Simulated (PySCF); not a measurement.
Job file and geometry (Å, from GFN2-xTB) of a spin–spin coupling run on `C(B)(=C)C#CC`, C5H7B, PySCF 2.14.0, density-fitted response routines, B3LYP/pcJ-1 indirect spin-spin coupling, non-relativistic, gas phase; density fitting, a coarse starting grid and PySCF grid level 2 are the driver's defaults:

```
$ OMP_NUM_THREADS=1 python probes_run.py task.json out

{"job": {"kind": "j", "xc": "B3LYP", "basis": "pcJ-1"}, "charge": 0, "multiplicity": 1}
B      2.038314    -0.968542     0.759069
C      1.235888     0.107263    -0.018321
C      1.838065     1.110951    -0.684274
C     -0.183308     0.036858    -0.034802
C     -1.383979    -0.038969    -0.039701
C     -2.827174    -0.126651    -0.043532
H      1.484290    -1.829559     1.323797
H      3.206199    -0.908449     0.772248
H      2.910972     1.204230    -0.700127
H      1.279814     1.859368    -1.227126
H     -3.235973     0.395846    -0.908752
H     -3.227523     0.328471     0.862793
H     -3.139973    -1.170330    -0.078999
```

**Question.** What does the program print?

**Answer.** 
```
coarse grid: 10856 points
cycle   1  E = -219.4211295423  dE =  5.651e-01  |g| = 4.056e-01  |ddm| = 3.178e+00
cycle   2  E = -219.4205363685  dE =  5.932e-04  |g| = 3.947e-01  |ddm| = 7.997e-01
cycle   3  E = -219.4621938139  dE = -4.166e-02  |g| = 1.239e-01  |ddm| = 5.016e-01
cycle   4  E = -219.4655331448  dE = -3.339e-03  |g| = 5.247e-02  |ddm| = 1.227e-01
cycle   5  E = -219.4661842565  dE = -6.511e-04  |g| = 1.249e-02  |ddm| = 4.262e-02
cycle   6  E = -219.4662132004  dE = -2.894e-05  |g| = 7.045e-03  |ddm| = 1.392e-02
cycle   7  E = -219.4662257852  dE = -1.258e-05  |g| = 1.177e-03  |ddm| = 5.768e-03
cycle   8  E = -219.4662261895  dE = -4.043e-07  |g| = 1.191e-04  |ddm| = 1.238e-03
final grid: 104856 points
cycle   9  E = -219.5149540027  dE = -9.932e-05  |g| = 5.401e-03  |ddm| = 2.370e-02
cycle  10  E = -219.5149528152  dE =  1.188e-06  |g| = 5.698e-03  |ddm| = 8.910e-03
cycle  11  E = -219.5149610441  dE = -8.229e-06  |g| = 7.163e-04  |ddm| = 4.746e-03
cycle  12  E = -219.5149610227  dE =  2.140e-08  |g| = 7.711e-04  |ddm| = 1.141e-03
cycle  13  E = -219.5149611749  dE = -1.521e-07  |g| = 1.659e-04  |ddm| = 6.291e-04
cycle  14  E = -219.5149611815  dE = -6.600e-09  |g| = 3.291e-05  |ddm| = 1.391e-04
cycle  15  E = -219.5149611817  dE = -2.135e-10  |g| = 1.553e-05  |ddm| = 3.437e-05
converged SCF energy = -219.5149611817

Indirect spin-spin couplings (Hz)
  i      j    bonds     total        FC       PSO       DSO        SD
  0 B    1 C    1     62.942    64.614    -1.996     0.203     0.121
  0 B    2 C    2      4.935     3.109     0.679    -0.075     1.222
  0 B    3 C    2      2.899     2.770     0.101    -0.010     0.038
  0 B    4 C    3      1.630     1.767     0.139    -0.076    -0.200
  0 B    5 C    4     -0.652    -0.646     0.047    -0.052    -0.000
  0 B    6 H    1    135.865   136.614    -1.755     0.388     0.618
  0 B    7 H    1    131.269   132.111    -1.786     0.395     0.549
  0 B    8 H    3      6.510     6.475     0.090    -0.074     0.018
  0 B    9 H    3      9.522     9.582     0.643    -0.659    -0.045
  0 B   10 H    5      2.052     2.081     0.213    -0.248     0.006
  0 B   11 H    5      0.442     0.484     0.138    -0.174    -0.005
  0 B   12 H    5      1.747     1.789     0.087    -0.126    -0.002
  1 C    2 C    1     66.188    75.839    -9.813     0.162         -
  1 C    3 C    1     84.386    86.830    -2.683     0.238         -
  1 C    4 C    2     12.086    12.659    -0.454    -0.120         -
  1 C    5 C    3      1.591     1.610     0.045    -0.064         -
  1 C    6 H    2      3.818     4.207    -0.297    -0.091         -
  1 C    7 H    2      5.409     5.900    -0.398    -0.092         -
  1 C    8 H    2      3.259     5.118    -1.404    -0.455         -
  1 C    9 H    2     -3.442    -1.685    -1.273    -0.484         -
  1 C   10 H    4     -1.972    -1.926     0.166    -0.212         -
  1 C   11 H    4     -3.050    -2.996     0.149    -0.204         -
  1 C   12 H    4     -2.292    -2.246     0.156    -0.202         -
  2 C    3 C    2     -1.431    -1.580     0.170    -0.021         -
  2 C    4 C    3      3.047     4.093    -0.971    -0.075         -
  2 C    5 C    4     -1.675    -1.624    -0.003    -0.048         -
  2 C    6 H    3      7.129     7.104     0.435    -0.411         -
  2 C    7 H    3      4.862     4.832     0.087    -0.057         -
  2 C    8 H    1    167.471   167.196    -0.242     0.516         -
  2 C    9 H    1    165.776   165.537    -0.289     0.528         -
  2 C   10 H    5      3.787     3.886     0.016    -0.115         -
  2 C   11 H    5      3.321     3.388     0.105    -0.171         -
  2 C   12 H    5      3.612     3.654     0.166    -0.209         -
  3 C    4 C    1    198.215   190.930     7.126     0.159         -
  3 C    5 C    2     12.481    12.821    -0.203    -0.137         -
  3 C    6 H    3      3.605     3.515    -0.014     0.104         -
  3 C    7 H    3      7.095     7.065     0.330    -0.301         -
  3 C    8 H    3     16.675    16.667     0.488    -0.479         -
  3 C    9 H    3     10.767    10.712    -0.044     0.099         -
  3 C   10 H    3      4.902     4.616     0.681    -0.396         -
  3 C   11 H    3      5.576     5.301     0.669    -0.394         -
  3 C   12 H    3      5.044     4.759     0.682    -0.397         -
  4 C    5 C    1     74.058    75.640    -1.752     0.170         -
  4 C    7 H    4      1.229     1.164     0.350    -0.284         -
  4 C    8 H    4      0.226     0.365     0.245    -0.385         -
  4 C    9 H    4     -1.252    -0.949    -0.210    -0.092         -
  4 C   10 H    2    -11.580   -11.412     0.038    -0.206         -
  4 C   11 H    2    -12.169   -12.046     0.074    -0.197         -
  4 C   12 H    2    -11.585   -11.427     0.044    -0.203         -
  5 C    7 H    5     -0.213    -0.199     0.169    -0.183         -
  5 C    8 H    5      0.470     0.497     0.208    -0.235         -
  5 C    9 H    5      0.541     0.568     0.062    -0.089         -
  5 C   10 H    1    137.332   135.588     1.188     0.556         -
  5 C   11 H    1    136.615   134.856     1.201     0.558         -
  5 C   12 H    1    137.411   135.672     1.183     0.556         -
  6 H    7 H    2      5.029     5.247     1.988    -2.206         -
  6 H    8 H    4      0.891     0.987     1.205    -1.301         -
  6 H    9 H    4      3.095     3.213     1.478    -1.597         -
  7 H    8 H    4      0.274     0.260    -0.929     0.942         -
  7 H    9 H    4      0.617     0.704     1.488    -1.575         -
  7 H   10 H    6      0.628     0.698     0.650    -0.719         -
  7 H   12 H    6      0.576     0.642     0.512    -0.579         -
  8 H    9 H    2      2.865     2.716     3.737    -3.588         -
  8 H   10 H    6     -0.167    -0.081     0.664    -0.750         -
  8 H   11 H    6     -2.300    -2.213     0.730    -0.817         -
  8 H   12 H    6     -0.758    -0.672     0.780    -0.866         -
  9 H   10 H    6     -0.634    -0.579    -0.111     0.057         -
  9 H   11 H    6     -2.229    -2.152     0.330    -0.406         -
  9 H   12 H    6     -1.049    -0.968     0.596    -0.677         -
 10 H   11 H    2    -17.501   -17.563     3.002    -2.939         -
 10 H   12 H    2    -16.325   -16.381     3.015    -2.959         -
 11 H   12 H    2    -18.001   -18.066     3.002    -2.937         -
```

Size and cost of the density-fitted run: 232 basis functions, 59 s wall time on 1 thread of an Arm Neoverse N1, shared host; peak memory 0.94 GiB.
